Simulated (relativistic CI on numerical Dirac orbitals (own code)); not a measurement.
**Slater and spin-orbit integrals, Hg56+**

Calculated at this level of theory: Dirac-Coulomb-Breit CI, orbitals from a KLI potential per configuration, a model potential for QED, unscaled Slater integrals (own radial code, finite nucleus).

Slater integrals F^k, G^k are unscaled and averaged over j, outside the closed core [Ne]; ζ comes from projecting the Hamiltonian with its Breit term on Σ l·s of the shell.

- 3s²3p⁶3d⁶: F^2(3d,3d) = 658740, F^4(3d,3d) = 425500, ζ(3d) = 329790 cm⁻¹; <r>(3d) = 0.1551, <r^2>(3d) = 0.02787 (bohr units).
- 3s²3p⁵3d⁷: ζ(3p) = 2.5354e+06, F^2(3d,3d) = 657900, F^4(3d,3d) = 424940, F^2(3p,3d) = 570510, G^1(3p,3d) = 606850, G^3(3p,3d) = 404910, ζ(3d) = 327470 cm⁻¹; <r>(3p) = 0.1725, <r^2>(3p) = 0.03456, <r>(3d) = 0.1552, <r^2>(3d) = 0.02793 (bohr units).
- 3s²3p⁴3d⁸: F^2(3p,3p) = 564520, ζ(3p) = 2.5342e+06, F^2(3d,3d) = 657050, F^4(3d,3d) = 424350, F^2(3p,3d) = 570120, G^1(3p,3d) = 606870, G^3(3p,3d) = 404790, ζ(3d) = 325160 cm⁻¹; <r>(3p) = 0.1726, <r^2>(3p) = 0.03461, <r>(3d) = 0.1554, <r^2>(3d) = 0.028 (bohr units).

Give the Racah parameters of the d shell in 3s²3p⁶3d⁶.

B = F²/49 − 5F⁴/441 = 8619 cm⁻¹ and C = 35F⁴/441 = 33770 cm⁻¹.

Averages of the first 10 configurations, taken without configuration mixing, which lowers the lowest level and can move excited configurations by several eV; other configurations of the list can lie among them:

| Configuration | Parity | States | Average energy above the lowest level (eV) |
| --- | --- | --- | --- |
| 3s²3p⁶3d⁶ | even | 210 | 175.2 |
| 3s²3p⁵3d⁷ | odd | 720 | 776.0 |
| 3s²3p⁴3d⁸ | even | 675 | 1386.0 |
| 3s3p⁶3d⁷ | even | 240 | 1354.7 |
| 3p⁶3d⁸ | even | 45 | 2546.6 |
| 3s3p⁵3d⁸ | odd | 540 | 1953.7 |
| 3s²3p⁶3d⁵4s | even | 504 | 2369.4 |
| 3s²3p⁶3d⁵4p | odd | 1512 | 2589.7 |
| 3s²3p⁴3d⁷4s | even | 3600 | 3558.5 |
| 3s²3p⁶3d⁵4d | even | 2520 | 2821.9 |
